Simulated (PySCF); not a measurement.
The dipole of `CC1=CC(F)=C2CC2=C1` from its density and from atomic charges.

Coordinates (GFN2-xTB, Å) and charges (e) from the PBE0/pcSseg-1 density (PySCF):

```
atom       x       y       z  Mulliken      IAO  Hirshfeld  ESP-fitted
  C1  -2.469  -0.187  -0.149   -0.1323  -0.4250    -0.1154     -0.5242
  C2  -0.983  -0.015  -0.052   -0.3504  +0.0303    +0.0169     +0.3768
  C3  -0.433   1.256  -0.092   -0.0987  -0.2053    -0.0731     -0.4856
  C4   0.954   1.479  -0.023   +0.3531  +0.2902    +0.0869     +0.2728
  F5   1.430   2.743  -0.063   -0.2829  -0.2699    -0.0934     -0.1806
  C6   1.717   0.371   0.086   -0.1916  -0.0814    -0.0485     -0.0230
  C7   1.160  -0.894   0.121   -0.1177  +0.0025    -0.0126     +0.1767
  C8  -0.165  -1.166   0.059   -0.0083  -0.1812    -0.0562     -0.4739
  C9   2.640  -0.792   0.214   -0.0332  -0.2476    -0.0531     -0.3721
 H10  -2.791  -1.070   0.397   +0.1217  +0.1497    +0.0474     +0.1534
 H11  -2.990   0.681   0.245   +0.1234  +0.1507    +0.0481     +0.1448
 H12  -2.762  -0.313  -1.192   +0.1397  +0.1571    +0.0477     +0.1540
 H13  -1.079   2.116  -0.178   +0.0897  +0.1606    +0.0494     +0.2316
 H14  -0.600  -2.153   0.089   +0.0775  +0.1545    +0.0508     +0.2167
 H15   3.120  -0.971   1.169   +0.1550  +0.1572    +0.0526     +0.1663
 H16   3.242  -1.075  -0.642   +0.1550  +0.1575    +0.0527     +0.1663
```

Question: Form Σ q r in debye for every column and set it beside the full dipole.

Answer: The full density gives (-1.00, -1.70, -0.01) D, 1.97 D in size; dipole vectors point from the negative to the positive end.

| scheme | μx | μy | μz | size (D) | share of the full size (%) | angle to the full dipole (°) |
| --- | --- | --- | --- | --- | --- | --- |
| Mulliken | -0.76 | -3.18 | 0.02 | 3.27 | 166 | 17 |
| IAO | -1.58 | -2.58 | -0.01 | 3.02 | 153 | 1 |
| Hirshfeld | -0.65 | -1.17 | 0.02 | 1.34 | 68 | 2 |
| ESP-fitted | -1.01 | -1.72 | 0.00 | 2.00 | 101 | 0 |

Question: Which set comes closest?

Answer: Length of the difference vector: ESP-fitted 0.03 D, Hirshfeld 0.64 D, IAO 1.05 D, Mulliken 1.50 D. Closest: ESP-fitted. ESP charges are fitted to the potential around the molecule, whose slowest-falling term is the dipole's. 

Question: What is left for the Hirshfeld atoms' own dipoles?

Answer: The shares of the density sum to the whole, so what Σ q r misses lies in dipoles about the nuclei. The atomic dipoles sum to (-1.00, -1.70, -0.01) − (-0.65, -1.17, 0.02) = (-0.35, -0.53, -0.03) D, 0.64 D in size.

Question: With the origin at the mean of the coordinates, (0.000, 0.001, -0.001) Å, which are the largest single terms, by size, of the Mulliken dipole along the direction of the full one?

Answer: F5 +4.20, C4 -2.98, H10 +1.37, H12 +1.13, C6 +1.10 D; all 16 atoms together +3.12 D. The single terms depend on the origin, their sum doesn't.

Question: Give the size of the full dipole in other units.

Answer: 1.97 D = 0.776 au = 0.411 e·Å = 6.58 × 10⁻³⁰ C·m.

Isolated species at its GFN2-xTB geometry, gas phase. GFN2-xTB frequencies show an imaginary mode (40i cm⁻¹), so this geometry is no minimum at that level.
